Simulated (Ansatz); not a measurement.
Ansatz (a program for electronic structure) input (PBE/pcseg-1): A basis named .json is the Basis Set Exchange file of that set (core-valence sets with the plain set on hydrogen).

Ansatz 0.2 input:
```yaml
crystal:
  periodic: [false, false, false]
  atoms:
    - {symbol: F, position_ang: [-0.02465608, 0.60090663, 0.35636427]}
    - {symbol: H, position_ang: [0.12276699, -0.22328527, -0.05523069]}
basis:
  gaussian:
    orbitals: pcseg-1.json
hamiltonian:
  xc: {name: PBE}
magnetization: {spin_polarized: false}
```

Output:

```
Functional definition: PBE
integrals: 0.00 GiB planned
200 factors; their error is unknown
mean field: 0.06 GiB planned
mean field evaluation 1: about -2728.3258 eV, gradient 3.3e1 eV
mean field evaluation 2: about -2725.6516 eV, gradient 5.5e1 eV
mean field evaluation 4: about -2729.8566 eV, gradient 1.9e-1 eV
mean field evaluation 8: about -2729.8459 eV, gradient 5.6e-4 eV
mean field -2729.84594199 eV, -100.3199880121 hartree, gradient 1.3e-5 eV, S^2 0.000000; 0 other end points of the search recorded, 0 dependent functions left out
reference -2729.84595291 eV, -100.3199884135 hartree; 5, 5 occupied and 14, 14 virtual orbitals, 200 factors
Total energy: -2729.84595291 eV, -100.3199884135 hartree
```
